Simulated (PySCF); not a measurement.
**Be: excitation energy**

Be [He] 2s2 (1S) → Be [He] 2p2 (3P), as a difference of total energies. Calculation: PySCF 2.14, in aug-cc-pCVDZ; the non-relativistic Hamiltonian (point nucleus). Correlated levels: valence: 1s2 frozen. The calculations carry no spin-orbit coupling.

| method | excitation energy (eV) |
| --- | --- |
| UHF | 6.469 |
| MP2 (valence) | 7.042 |
| SCS-MP2 (valence) | 7.277 |
| CCSD (valence) | 7.463 |

Problem. How much does correlation contribute at MP2 (valence)?

Solution. 7.042 − (6.469) = 0.573 eV, measured against UHF.

Errors of the correlated levels include the incompleteness of this basis and the frozen core.

With two correlated electrons CCSD is exact in that space.

For comparison: 7.401 eV (measured; NIST levels, between the centres of gravity of the two terms).
